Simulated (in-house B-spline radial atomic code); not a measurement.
Ca3+ is squeezed into an impenetrable sphere of radius R (the orbitals vanish at R). Caution: exact exchange at fractional occupations of open shells leaves self-interaction of up to several eV. Method: non-relativistic PBE0, spin-polarised, spherical fractional occupations, point nucleus. Calculated with an all-electron radial atomic-structure program (B-spline basis).

Energies in eV above the free ion in [Ne] 3s2 3p5:

| R (bohr) | highest level (eV) | [Ne] 3s2 3p5 | [Ne] 3s1 3p5 3d1 | [He] 2s2 2p5 3s2 3p5 3d1 | -dE/dV in [Ne] 3s2 3p5 (GPa) |
| --- | --- | --- | --- | --- | --- |
| 8.83 | -59.7 | 0 | 47.7 | 359.7 | 1.53e-08 |
| 5.98 | -59.7 | 5.94e-05 | 47.7 | 359.7 | 0.000555 |
| 5.48 | -59.7 | 0.0003907 | 47.71 | 359.7 | 0.00414 |
| 4.41 | -59.7 | 0.01921 | 47.79 | 359.8 | 0.303 |
| 3.31 | -59.1 | 0.8623 | 49.28 | 360.9 | 22.6 |
| 2.82 | -57.4 | 4.317 | 53.8 | 364.5 | 151 |
| 2.73 | -56.7 | 5.771 | 55.56 | 366 | 214 |
| 2.29 | -50.6 | 23.38 | 75.35 | 383.7 | 1210 |
| 1.99 | -40.4 | 59.92 | 113.9 | 420.6 | 4080 |
| 1.34 | 45 | 480.2 | 525.8 | 854.8 | 77200 |

Does [Ne] 3s1 3p5 3d1 fall below [Ne] 3s2 3p5 under compression?

No, it stays above over the whole range.

Does [He] 2s2 2p5 3s2 3p5 3d1 fall below [Ne] 3s2 3p5 under compression?

No, it stays above over the whole range.

The highest level is first positive in the row R = 1.34 bohr, pushed up by confinement above the zero of the free ion's potential. Each configuration is held fixed and needn't be the lowest in the sphere.
